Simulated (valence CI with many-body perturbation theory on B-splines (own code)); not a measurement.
## Nd XII: magnetic and hyperfine properties of the levels

Calculated by relativistic CI+MBPT: three valence electrons over a frozen Dirac-Fock core [Kr] 4d10, radial functions for each j: 8 s, 8 p, 9 d, 9 f, 6 g, 3 h, 2 i, with the one-electron correlation potential Σ1, the two-electron term Σ2, the three-electron term Σ3, Breit, model QED; selected CI, second order for the rest (own B-spline code, finite nucleus).

No measured levels were compared; by estimate terms of the open shell hold to a few per cent of their energy, and close levels can change places; configurations with another count of f electrons can be misplaced by thousands of cm⁻¹. Core correlation moves these levels by up to 48000 cm⁻¹, and in measured spectra 5 to 20 % of such shifts remained as error; rates that hang on mixing are uncertain with them.

A/g_I is the dipole constant over the nuclear g factor μ/I (μ in nuclear magnetons, uniformly magnetised nucleus), B/Q the quadrupole constant per barn. Both hold the static response of the core; the bare values leave it out. Large factors of s and p1/2 electrons are usually good to 5 to 10 %; those of open d and f shells near neutrality can be off by tens of per cent, and small factors of p3/2, d and f electrons come from cancelling terms and can be off by a factor of two or in sign, in half-filled shells by more. B is blank for J = 1/2, where it vanishes, and for nearly pure S terms. Energies count from the lowest level.

Names give the largest LS component (configuration and term), which can be under half, so a name can repeat, a term be missing and a line seem to break the LS rules; names also repeat where a configuration has a term twice. Letters in brackets count levels of one name in rising energy.

| Level | E (eV) | g | A/g_I (MHz) | A/g_I bare | B/Q (MHz/b) | B/Q bare |
| --- | --- | --- | --- | --- | --- | --- |
| 4f.5s2 2F°_5/2 | 0.000 | 0.856 | 882 | 890 | 1260 | 1030 |
| 4f.5s2 2F°_7/2 | 0.521 | 1.142 | 495 | 640 | 1470 | 1170 |
| 5s2.5p 2P°_1/2 | 6.583 | 0.665 | 30300 | 28400 |  |  |
| 5s2.5p 2P°_3/2 | 12.209 | 1.334 | 4380 | 3840 | 8590 | 7770 |
| 4f2.5s 4H_7/2 | 15.298 | 0.669 | -9960 | -9280 | 1140 | 904 |
| 4f2.5s 4H_9/2 | 15.496 | 0.969 | 2590 | 2510 | 1130 | 883 |
| 4f2.5s 4H_11/2 | 15.768 | 1.132 | 6450 | 6170 | 1250 | 973 |
| 4f2.5s 4H_13/2 | 16.080 | 1.230 | 7980 | 7640 | 1460 | 1130 |
| 4f2.5s 4F_3/2 | 16.215 | 0.404 | -18600 | -17500 | -262 | -205 |
| 4f2.5s 4F_5/2 | 16.340 | 1.028 | 4780 | 4540 | -263 | -212 |
| 4f2.5s 4F_7/2 | 16.504 | 1.228 | 8820 | 8410 | -317 | -260 |
| 4f2.5s 4F_9/2 | 16.605 | 1.266 | 10400 | 9900 | -217 | -182 |
| 4f2.5s 2H_9/2 | 16.870 | 0.965 | 2340 | 2260 | 1100 | 876 |
| 4f2.5s 2G_7/2 | 17.234 | 0.912 | -8570 | -7860 | 230 | 184 |
| 4f2.5s 2H_11/2 | 17.399 | 1.090 | -4100 | -3610 | 1460 | 1140 |
| 4f2.5s 2G_9/2 | 17.437 | 1.119 | 11000 | 10300 | 308 | 247 |
| 4f2.5s 2F_5/2 | 17.718 | 0.871 | 2470 | 2290 | -438 | -348 |
| 4f2.5s 2F_7/2 | 18.156 | 1.124 | -6600 | -5900 | -424 | -343 |
| 4f.5s.5p 4G_5/2 | 18.518 | 0.760 | -3770 | -3440 | -411 | -495 |
| 4f2.5s 2D_5/2 | 18.881 | 1.250 | 19900 | 18600 | -795 | -627 |
| 4f2.5s 2D_3/2 | 18.919 | 0.844 | -18000 | -16600 | -515 | -405 |
| 4f.5s.5p 4F_7/2 [a] | 19.106 | 1.148 | 6520 | 6200 | -1890 | -1870 |
| 4f2.5s 4P_1/2 | 19.294 | 2.660 | 59800 | 56600 |  |  |
| 4f2.5s 4P_3/2 | 19.423 | 1.315 | 9210 | 8870 | -100 | -164 |
| 4f.5s.5p 4F_3/2 | 19.459 | 0.894 | -7280 | -6560 | -823 | -811 |
| 4f2.5s 4P_5/2 | 19.652 | 1.511 | 19100 | 18100 | -760 | -585 |
| 4f.5s.5p 2F_7/2 [a] | 19.677 | 1.147 | 14900 | 14000 | -2500 | -2380 |
| 4f2.5s 2I_13/2 | 19.714 | 1.076 | 8180 | 7720 | 2860 | 2250 |
| 4f2.5s 2I_11/2 | 19.722 | 0.923 | -6970 | -6370 | 2750 | 2160 |
| 4f.5s.5p 4F_5/2 | 19.765 | 1.049 | -2830 | -2380 | 1550 | 1320 |
| 4f.5s.5p 4F_9/2 | 20.092 | 1.242 | 13400 | 12600 | -5800 | -5410 |
| 4f2.5s 2P_1/2 | 20.711 | 0.678 | 6020 | 5180 |  |  |
| 4f.5s.5p 2F_5/2 [a] | 20.761 | 0.916 | -2210 | -1940 | 753 | 560 |
| 4f2.5s 2P_3/2 | 20.902 | 1.322 | -12700 | -11300 | -859 | -682 |
| 4f.5s.5p 2G_7/2 [a] | 21.198 | 1.055 | 944 | 1030 | 3570 | 3080 |
| 4f.5s.5p 4F_7/2 [b] | 23.897 | 1.155 | 11800 | 11000 | 2920 | 2590 |
| 4f.5s.5p 4G_9/2 | 24.021 | 1.242 | 10700 | 10000 | 5650 | 4990 |
| 4f.5s.5p 4D_5/2 | 24.224 | 1.145 | 9740 | 9050 | -1840 | -1660 |
| 4f2.5s 2S_1/2 | 24.406 | 2.027 | 99200 | 92300 |  |  |
| 4f.5s.5p 4G_11/2 | 24.673 | 1.272 | 10900 | 10200 | 9750 | 8600 |

Take the isotope of mass number 145, with I = 7/2, μ = -0.656 μN and Q = -0.314 b. What is the hyperfine structure of 5s2.5p 2P°_3/2?

From the table A = -821 MHz, B = -2700 MHz. Shifts from the centre of gravity in MHz: F = 2: 4100, F = 3: 3560, F = 4: 1050, F = 5: -4990.
